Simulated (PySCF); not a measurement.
PySCF job for HgCl, SMILES [Cl][Hg] (connectivity only; charge and spin as stated), neutral, multiplicity 2, TDA-M06-2X/def2-TZVPD. Geometry: B3LYP-D3(BJ)/def2-TZVPD. The spin state was assumed, not searched. The def2 effective core potentials stand for the cores of Hg; spin–orbit coupling is left out.

```python
import numpy as np
from pyscf import gto, scf, dft, tdscf

mol = gto.M(
    atom='''
    Hg    0.00000000    0.00000000   -0.43129026
    Cl    0.00000000    0.00000000    2.02960122
    ''',
    basis='def2-TZVPD',
    ecp={'Hg': 'def2-tzvp'},
    charge=0,
    spin=1,
    max_memory=1600,
    verbose=4,
)
mf = dft.UKS(mol, xc='m06-2x').density_fit(auxbasis='def2-universal-jkfit')
mf.grids.level = 4
mf.conv_tol = 1e-9
mf.max_cycle = 100
mf.kernel()
fine, coarse = mf.grids, dft.Grids(mol).set(level=1).build(with_non0tab=True)
for _ in range(3):  # follow internal instabilities
    mf.grids = coarse
    mo, _, stable, _ = mf.stability(return_status=True, nroots=4)
    mf.grids = fine
    if stable:
        break
    mf.kernel(mf.make_rdm1(mo, mf.mo_occ))
mf.grids = dft.Grids(mol).set(level=2).build(with_non0tab=True)  # coarser grid for the response kernel
td = tdscf.TDA(mf)
td.nstates = 10
td.conv_tol = 1e-4
td.positive_eig_threshold = 1e-6
td.kernel(x0=td.get_init_guess(mf, 15))
td.analyze(verbose=3)
```

It prints:

```
PySCF version 2.14.0

[INPUT] verbose = 4
[INPUT] num. atoms = 2
[INPUT] num. electrons = 37
[INPUT] charge = 0
[INPUT] spin (= nelec alpha-beta = 2S) = 1
[INPUT] symmetry False subgroup None
[INPUT] Mole.unit = angstrom
[INPUT] Symbol           X                Y                Z      unit          X                Y                Z       unit  Magmom
[INPUT]  1 Hg     0.000000000000   0.000000000000  -0.431290260000 AA    0.000000000000   0.000000000000  -0.815020471592 Bohr   0.0
[INPUT]  2 Cl     0.000000000000   0.000000000000   2.029601220000 AA    0.000000000000   0.000000000000   3.835390447883 Bohr   0.0

nuclear repulsion = 73.1118186945814
number of shells = 32
number of NR pGTOs = 144
number of NR cGTOs = 92
basis = def2-TZVPD
ecp = {'Hg': 'def2-tzvp'}


[settings echo left out]
init E= -594.160452049228
  alpha nocc = 19  HOMO = -0.661213975495778  LUMO = -0.39711071610606
  beta  nocc = 18  HOMO = -0.666976175519194  LUMO = -0.661213975495775

WARN: HOMO -0.661213975495778 >= LUMO -0.661213975495775

cycle= 1 E= -613.01303197365  delta_E= -18.9  |g|= 1.27  |ddm|= 7.84
  alpha nocc = 19  HOMO = -0.104424493385006  LUMO = 0.0166377494719133
  beta  nocc = 18  HOMO = -0.113756343964459  LUMO = -0.0531406373331476
  HOMO = -0.104424493385  LUMO = -0.0531406373331  gap/eV = 1.39550
cycle= 2 E= -612.693190315371  delta_E= 0.32  |g|=  1.6  |ddm|= 3.19
  alpha nocc = 19  HOMO = -0.297534305694817  LUMO = -0.010987515375623
  beta  nocc = 18  HOMO = -0.349999430472434  LUMO = -0.159291140684587
  HOMO = -0.297534305695  LUMO = -0.159291140685  gap/eV = 3.76179
cycle= 3 E= -613.575770649436  delta_E= -0.883  |g|= 0.0819  |ddm|= 1.41
  alpha nocc = 19  HOMO = -0.304709200452468  LUMO = -0.0132218602486281
  beta  nocc = 18  HOMO = -0.377361499666473  LUMO = -0.145749731762905
  HOMO = -0.304709200452  LUMO = -0.145749731763  gap/eV = 4.32551
cycle= 4 E= -613.581047152373  delta_E= -0.00528  |g|= 0.0646  |ddm|= 0.288
  alpha nocc = 19  HOMO = -0.305387142488295  LUMO = -0.0166068628430545
  beta  nocc = 18  HOMO = -0.356722674953524  LUMO = -0.142835304816529
  HOMO = -0.305387142488  LUMO = -0.142835304817  gap/eV = 4.42326
cycle= 5 E= -613.583252421183  delta_E= -0.00221  |g|= 0.0149  |ddm|= 0.0739
  alpha nocc = 19  HOMO = -0.30932003981394  LUMO = -0.0196845654768671
  beta  nocc = 18  HOMO = -0.355022997525367  LUMO = -0.14496469863272
  HOMO = -0.309320039814  LUMO = -0.144964698633  gap/eV = 4.47234
cycle= 6 E= -613.583852164112  delta_E= -0.0006  |g|= 0.00665  |ddm|= 0.0723
  alpha nocc = 19  HOMO = -0.311154773183102  LUMO = -0.0207600448382401
  beta  nocc = 18  HOMO = -0.354834011207784  LUMO = -0.146912507025078
  HOMO = -0.311154773183  LUMO = -0.146912507025  gap/eV = 4.46926
cycle= 7 E= -613.58397994669  delta_E= -0.000128  |g|= 0.0036  |ddm|= 0.04
  alpha nocc = 19  HOMO = -0.311170041170012  LUMO = -0.0209084428030566
  beta  nocc = 18  HOMO = -0.354069682632975  LUMO = -0.147123616197618
  HOMO = -0.31117004117  LUMO = -0.147123616198  gap/eV = 4.46393
cycle= 8 E= -613.584002824165  delta_E= -2.29e-05  |g|= 0.0011  |ddm|= 0.0171
  alpha nocc = 19  HOMO = -0.311172647790879  LUMO = -0.0208676781347746
  beta  nocc = 18  HOMO = -0.353833880026128  LUMO = -0.147140628541706
  HOMO = -0.311172647791  LUMO = -0.147140628542  gap/eV = 4.46354
cycle= 9 E= -613.584005542374  delta_E= -2.72e-06  |g|= 0.00041  |ddm|= 0.00656
  alpha nocc = 19  HOMO = -0.311218992131377  LUMO = -0.0209286145679626
  beta  nocc = 18  HOMO = -0.3537658766236  LUMO = -0.147219477594774
  HOMO = -0.311218992131  LUMO = -0.147219477595  gap/eV = 4.46265
cycle= 10 E= -613.584005781286  delta_E= -2.39e-07  |g|= 0.000117  |ddm|= 0.00161
  alpha nocc = 19  HOMO = -0.311213466461735  LUMO = -0.020943051665262
  beta  nocc = 18  HOMO = -0.353778869573596  LUMO = -0.147250954577373
  HOMO = -0.311213466462  LUMO = -0.147250954577  gap/eV = 4.46165
cycle= 11 E= -613.584005802137  delta_E= -2.09e-08  |g|= 3.58e-05  |ddm|= 0.000386
  alpha nocc = 19  HOMO = -0.311209289446977  LUMO = -0.0209499781994181
  beta  nocc = 18  HOMO = -0.353769484028191  LUMO = -0.147256535622375
  HOMO = -0.311209289447  LUMO = -0.147256535622  gap/eV = 4.46138
cycle= 12 E= -613.58400580396  delta_E= -1.82e-09  |g|= 7.36e-06  |ddm|= 0.000108
  alpha nocc = 19  HOMO = -0.311208869178502  LUMO = -0.0209506182806828
  beta  nocc = 18  HOMO = -0.353770277139084  LUMO = -0.147257957620695
  HOMO = -0.311208869179  LUMO = -0.147257957621  gap/eV = 4.46133
cycle= 13 E= -613.584005804067  delta_E= -1.07e-10  |g|= 3.11e-06  |ddm|= 3.01e-05
  alpha nocc = 19  HOMO = -0.311208231122316  LUMO = -0.0209504893812402
  beta  nocc = 18  HOMO = -0.353768513773527  LUMO = -0.14725793128197
  HOMO = -0.311208231122  LUMO = -0.147257931282  gap/eV = 4.46131
Extra cycle  E= -613.584005804076  delta_E= -8.87e-12  |g|= 2.37e-06  |ddm|= 6.09e-06
converged SCF energy = -613.584005804076  <S^2> = 0.76077554  2S+1 = 2.0107467
tot grids = 15160
uhf_internal: lowest eigs of H = [0.15881506 0.15881873 0.24925308 0.3423626 ]
<class 'pyscf.df.df_jk.DFUKS'> wavefunction is stable in the internal stability analysis
tot grids = 27160
Overwritten attributes  positive_eig_threshold  of <class 'pyscf.tdscf.uks.TDA'>


******** <class 'pyscf.tdscf.uks.TDA'> for <class 'pyscf.df.df_jk.DFUKS'> ********
nstates = 10
deg_eia_thresh = 1.000e-03
wfnsym = None
conv_tol = 0.0001
eigh lindep = 1e-12
eigh level_shift = 0
eigh max_cycle = 100


Excitation energies (eV)
[2.0893937  2.0893937  3.71605822 5.11091818 5.11091818 6.37697892
 6.57486884 6.57532239 6.58772354 6.59502944]

** Excitation energies and oscillator strengths **
Excited State   1:      2.08939 eV    593.40 nm  f=0.0010
Excited State   2:      2.08939 eV    593.40 nm  f=0.0010
Excited State   3:      3.71606 eV    333.64 nm  f=0.1254
Excited State   4:      5.11092 eV    242.59 nm  f=0.0832
Excited State   5:      5.11092 eV    242.59 nm  f=0.0832
Excited State   6:      6.37698 eV    194.42 nm  f=0.1442
Excited State   7:      6.57487 eV    188.57 nm  f=0.0000
Excited State   8:      6.57532 eV    188.56 nm  f=0.0000
Excited State   9:      6.58772 eV    188.20 nm  f=0.0000
Excited State  10:      6.59503 eV    188.00 nm  f=0.0000
```

The run converged.
